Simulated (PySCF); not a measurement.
# Worked example: chemical shift, span and skew from a shielding tensor

CH4ClGeNSi, SMILES [Si@@H]1(Cl)[GeH2][CH]=N1. Atoms are numbered in the order given.

```xyz
9

Cl     2.0576    -1.4675    -0.3106
Si     0.9412     0.0857     0.4955
N      0.7456     1.4523    -0.6557
C     -0.5233     1.5391    -0.8259
Ge    -1.4478     0.0636     0.2166
H      1.6110     0.5044     1.7552
H     -0.9569     2.3376    -1.4587
H     -2.4499     0.4999     1.3120
H     -2.1093    -1.0285    -0.6531
```
Charge 0, spin multiplicity 1.

Geometry: B3LYP-D3(BJ)/def2-SVP. The structure was generated by enumeration; whether it is a known compound was not checked.

GIAO shieldings from PBE/pcSseg-1 run with PySCF, non-relativistic, no solvent. The symmetric part of the tensor of Si2 has the principal values 264.1, 296.3, 349.1 ppm. The same nucleus in TMS has σ = 335.4 ppm at this level (PySCF, at its B3LYP-D3(BJ)/def2-TZVP geometry). Without spin–orbit terms, shifts of atoms bonded to Cl or Br come out too high.

Question: Work out the isotropic shielding, the ²⁹Si shift against TMS, the span and the skew.

Answer: 
σ(iso) = (σ11 + σ22 + σ33)/3 = 303.2 ppm. δ = σ(ref) − σ(iso) = 335.4 − (303.2) = 32.2 ppm.
Span Ω = σ33 − σ11 = 85.0 ppm. Skew κ = 3(σ(iso) − σ22)/Ω = 0.24. Tumbling in solution averages the tensor to δ; in a static solid the shielding alone would spread this spin-1/2 line over Ω.
